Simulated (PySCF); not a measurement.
**Dipole moment and polarisability of 4-bromochlorobenzene**

Compound: 4-bromochlorobenzene, C₆H₄BrCl.
Structure used (PBE0-D3(BJ)/def2-SVP), in Å, numbered top down from 1:
```xyz
12
C6H4BrCl angstrom
Cl    -4.098   -0.245    0.016
C     -2.368   -0.267    0.023
C     -1.662    0.935    0.023
C     -0.270    0.916    0.029
C      0.404   -0.304    0.035
Br     2.289   -0.329    0.042
C     -0.301   -1.507    0.035
C     -1.693   -1.488    0.030
H     -2.203    1.882    0.018
H      0.291    1.852    0.028
H      0.235   -2.457    0.040
H     -2.260   -2.420    0.030
```

Level: CAM-B3LYP/def2-SVPD (PySCF), static field, nuclei fixed, core orbitals frozen in the response. The polarisability tensor in these axes (au):

```
x   154.87  -0.76   0.36
y    -0.76  98.10  -0.10
z     0.36  -0.10  63.50
```

Problem. What are the eigenvalues, a third of the trace, and Δα (Δα² = ½Σ(αi − αj)² over the three pairs)?

Solution. Principal values 63.50, 98.09 and 154.88 au; mean 105.49 au = 15.63 Å³ = 17.39 × 10⁻⁴⁰ C²·m²/J; Δα = 79.91 au (76 % of the mean).

Problem. What is the dipole moment?

Solution. 0.03 D at this geometry.

Problem. Find the Langevin capture rate constant for NH4+ (18.034 u) meeting this molecule (189.918 u), k = 2.342 × 10⁻⁹ cm³/s × √(α in Å³ / reduced mass in u).

Solution. The reduced mass is 16.47 u, so k = 2.28 × 10⁻⁹ cm³/s.

Problem. What would n − 1 = 2πNα be for an ideal gas of these molecules at 273.15 K and 1 atm, electronic part alone?

Solution. N = p/kT = 2.6868 × 10¹⁹ cm⁻³, so n − 1 = 2π × N × 15.63 × 10⁻²⁴ cm³ = 2639 × 10⁻⁶ at long wavelengths.

Problem. Give the eigenvalues of the traceless quadrupole moment Θ = ½Σq(3rr − r²1), origin at the centre of nuclear charge.

Solution. -7.21, -3.62, 10.82 D·Å. The electronic extent ⟨r²⟩ about the same centre is 2267 bohr², a root-mean-square distance of 2.63 Å for the 92 electrons.

Problem. In TDDFT the mean static polarisability is Σ f/ω² over all singlet excitations (ω in hartree). How much of it do the 6 lowest give? Their energies (eV) and oscillator strengths: 5.09, 0.0049; 5.62, 0.2660; 5.70, 0.0002; 6.62, 0.0029; 6.64, 0.2218; 6.74, 0.0451.

Solution. They add up to 10.89 au, 10.3 % of the 105.49 au; the largest single term is 6.24 au, from the state at 5.62 eV. Terms in order: 0.14, 6.24, 0.00, 0.05, 3.72, 0.74 au. Higher excitations give the rest. The strengths listed sum to 0.541.

Isolated species at its PBE0-D3(BJ)/def2-SVP geometry, gas phase. The calculation is non-relativistic, for bromine too.
